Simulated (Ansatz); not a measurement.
doublet Sc: levels of theory in one basis

A single Sc atom.

Basis set: cc-pVTZ (spherical functions). Left uncorrelated: 5 orbitals. Correlation on ROHF uses semicanonical orbitals with singles. Charge 0, multiplicity 2.

Computed with Ansatz (development build ahead of 0.2.0); the reference of a correlated method needn't be the lowest determinant of its kind.

| method | E − E(ROHF) (eV) | <S²> of the determinant |
| --- | --- | --- |
| ROHF | 0.00 | 0.75 |
| UHF | -0.07 | 0.93 |
| ROHF-MP2 | -6.95 | – |
| ROHF-CCSD | -7.64 | – |
| UHF-CCSD | -7.65 | 0.93 |
| ROHF-CCSD(T) | -7.89 | – |
| UHF-BCCD(T) | -7.89 | 0.93 |

Task: What does UHF-MP2 give on the same scale?

Result: -6.80 eV.

Task: Is a single determinant a sound starting point here?

Result: Only with care. Unrestricted orbitals gain 0.07 eV and <S²> is 0.93 against 0.75 for a pure state, a contamination that matters most for the unrestricted series.

Caution for UHF, UHF-MP2, UHF-CCSD, UHF-BCCD(T): the unrestricted determinant is spin contaminated.
